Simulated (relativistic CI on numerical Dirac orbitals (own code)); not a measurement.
Re³⁺: resonant inelastic scattering at the L2,3 edge

Computed with this model: Dirac-Coulomb-Breit CI, KLI orbitals optimised for each configuration, a model potential for QED, valence Slater integrals scaled by 0.9, Kramers-Heisenberg scattering through one core-hole configuration in a parametric crystal field; configurations [Xe] 4f14 5d4 → [He] 2s2 2p5 3s2 3p6 3d10 4s2 4p6 4d10 4f14 5s2 5p6 5d5; 80 K; core-hole width 5 eV; summed over polarisations. Incident energies are the highest absorption maxima for each field (at most a few, so the weaker spin-orbit partner edge can be absent), on the computed scale of the free ion. Intensities are in per cent of the strongest line above 0.02 eV; levels within 1 cm⁻¹ are merged; final levels count from the ground level, the first row holds all elastic scattering, lines under 0.4 are left out and each table stops after 24 rows. The scale of the Slater integrals is a model choice and moves the terms in proportion.

Field parameters in Wybourne normalisation: Oh B⁴₀ = 21Dq, B⁴₄ = √(5/14) B⁴₀. The field is a parameter set, without covalency.

S is read from ⟨S²⟩ = S(S + 1).

Oh, 10Dq = 7000 cm⁻¹:

```csv
Final level (eV),Degeneracy,Irrep,S,10535.9 eV
0.000,1,A1,1.76,2704.3
0.257,3,T1,1.89,74.5
0.438,2,E,1.95,91.4
0.502,3,T2,1.96,52.4
1.221,3,T2,1.87,83.2
1.258,3,T1,1.86,20.8
1.305,1,A1,1.79,3.7
1.418,2,E,1.72,15.1
1.444,3,T1,1.84,16.1
1.447,1,A1,1.31,100.0
1.484,3,T2,1.62,1.1
1.741,3,T2,1.31,0.5
1.752,3,T1,1.18,7.7
1.768,2,E,1.15,1.0
2.239,3,T1,1.02,11.8
2.288,3,T2,0.98,2.5
2.432,2,E,1.04,3.9
2.447,1,A1,1.12,18.8
2.460,3,T1,1.07,24.8
2.657,3,T1,1.03,1.2
2.747,3,T1,1.08,1.3
2.765,3,T2,0.88,6.8
2.779,2,E,0.78,3.8
2.867,3,T2,0.98,0.7
```

Oh, 10Dq = 15850 cm⁻¹:

```
Final level (eV)  Degeneracy  Irrep     S  10535.8 eV
           0.000           1     A1  1.42      2097.1
           0.345           3     T1  1.61        26.2
           0.591           2      E  1.77        42.8
           0.672           3     T2  1.77         9.7
           1.113           3     T2  1.22        33.1
           1.145           1     A1  1.62         6.1
           1.209           3     T1  1.47         5.0
           1.223           2      E  1.25         6.9
           1.890           3     T2  0.63         6.6
           1.978           2      E  0.71        26.9
           2.170           1     A1  1.44        39.9
           2.270           3     T1  1.45       100.0
           2.405           3     T1  1.51         0.4
           2.461           3     T2  1.79        49.7
           2.607           2      E  1.30         0.6
           2.665           3     T1  1.14         6.5
           2.758           3     T2  1.19         0.9
           2.933           3     T1  1.43        14.7
           2.959           3     T2  0.95         8.4
           2.983           1     A1  1.50         4.1
           3.039           3     T1  1.03         2.2
           3.136           3     T2  1.09         1.9
           3.147           1     A1  0.63         3.0
           3.265           2      E  1.50         0.7
```

Oh, 10Dq = 24650 cm⁻¹:

```csv
Final level (eV),Degeneracy,Irrep,S,10536.1 eV
0.000,1,A1,1.12,1340.5
0.373,3,T1,1.16,4.9
0.693,2,E,1.12,25.3
0.708,3,T2,1.02,10.7
1.568,3,T2,1.82,28.7
1.607,2,E,1.79,6.7
1.657,3,T1,1.87,11.6
1.669,1,A1,1.87,6.6
1.779,3,T2,0.57,2.1
1.891,2,E,0.47,14.6
2.903,1,A1,0.70,28.8
3.209,3,T1,1.04,100.0
3.355,3,T1,1.10,4.7
3.399,1,A1,0.80,2.7
3.461,3,T2,0.99,1.5
3.467,2,E,1.08,6.4
3.535,3,T1,1.07,4.0
3.646,3,T2,1.15,12.2
3.711,3,T2,0.98,15.3
3.793,3,T2,1.13,2.2
3.805,3,T1,1.00,5.9
4.075,3,T2,1.17,21.7
4.134,3,T1,1.19,1.0
4.456,3,T2,0.38,0.8
```

For the first field the strongest loss at the lowest incident energy is the level at 1.45 eV (S = 1.31, against 1.76 in the thermal ground state). Levels of other spin, the first over 8 % at 2.24 eV, appear because spin-orbit coupling of the core hole, and in heavier ions of the valence shell too, mixes spins.
